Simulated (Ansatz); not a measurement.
Two isomers of C2H9BN2: A = `CCNBN`, B = `CNB(C)N`.

Isolated molecules relaxed with PBE0-D4/def2-TZVP in Ansatz; ΔE leaves out vibrations. CBS: MP2 limit from def2 TZ/QZ plus the TZ coupled-cluster correction, frozen cores. DFT in def2-TZVPP. B3LYP here is the variant with VWN-RPA as its local correlation; programs differ in this. Each species was taken in one conformer, which may not be the lowest.

Problem. Which isomer does CCSD(T)/CBS put lower? Give the gap. (Estimate.)

Solution. The calculation gave: B, by 7.3 kcal/mol.

Problem. Give E(B) − E(A) in kcal/mol with HF/def2-TZVPP, r2SCAN-D4, CCSD/def2-TZVPP, CCSD(T)/def2-TZVPP, B2PLYP, MP2/def2-TZVPP, B3LYP-D4. (Best estimate.)

Solution. The calculation gave: HF/def2-TZVPP -5.9, r2SCAN-D4 -7.8, CCSD/def2-TZVPP -7.1, CCSD(T)/def2-TZVPP -7.1, B2PLYP -6.8, MP2/def2-TZVPP -7.2, B3LYP-D4 -7.2. None reverses the order clearly.

Largest T1 diagnostic: 0.010.

In def2-TZVPP, CCSD(T) changes the Hartree–Fock value by −1.1 kcal/mol (the triples alone add −0.0 kcal/mol) and MP2 by −1.3 kcal/mol.
